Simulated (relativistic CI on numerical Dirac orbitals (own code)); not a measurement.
# Magnetism of Ni⁺, 3d9, in a crystal field

Calculated by Dirac-Coulomb-Breit CI, separate exchange-only KLI orbitals for each configuration, model QED, valence Slater integrals scaled by 0.65, one configuration in a parametric crystal field (own radial code).

Field parameters in Wybourne normalisation: D3d B²₀ = −7Dσ, B⁴₀ = −14Dq − 21Dτ, B⁴₃ = −14√(10/7) Dq; D4h B²₀ = −7Ds, B⁴₀ = 21(Dq − Dt), B⁴₄ = 21√(5/14) Dq; Oh B⁴₀ = 21Dq, B⁴₄ = √(5/14) B⁴₀. The field is a parameter set, without covalency.

S is read from ⟨S²⟩ = S(S + 1).

Powder χT (cm³ K mol⁻¹) by Van Vleck's formula, with temperature-independent terms:

```tsv
Field	2 K	5 K	10 K	20 K	50 K	100 K	200 K	300 K
D3d, 10Dq = 13150, Dσ = -1070, Dτ = -140 cm⁻¹	0.218	0.229	0.248	0.285	0.38	0.448	0.477	0.486
D3d, 10Dq = 14800, Dσ = 140, Dτ = -470 cm⁻¹	0.235	0.243	0.257	0.285	0.362	0.436	0.475	0.486
D4h, 10Dq = 8000, Ds = -1470, Dt = -470 cm⁻¹	0.436	0.436	0.436	0.437	0.439	0.443	0.45	0.457
D4h, 10Dq = 13450, Ds = 2840, Dt = -360 cm⁻¹	0.43	0.431	0.431	0.432	0.434	0.437	0.443	0.45
D4h, 10Dq = 18950, Ds = -460, Dt = 410 cm⁻¹	0.424	0.424	0.424	0.425	0.427	0.43	0.438	0.445
Oh, 10Dq = 4100 cm⁻¹	0.583	0.584	0.585	0.587	0.595	0.607	0.632	0.656
Oh, 10Dq = 10250 cm⁻¹	0.46	0.46	0.461	0.462	0.465	0.47	0.48	0.49
Oh, 10Dq = 12100 cm⁻¹	0.447	0.447	0.448	0.449	0.451	0.456	0.464	0.473
```

Task: For Oh, 10Dq = 4100 cm⁻¹: what effective moment follows at 300 K?

Result: μ_eff = √(8χT) = 2.29 μB. The ground level has S = 0.50; the spin-only moment for S = 1/2 is 1.73 μB. The difference comes from the orbital moment, spin-orbit mixing of terms and temperature-independent paramagnetism, all larger in this ionic model than in covalent complexes.
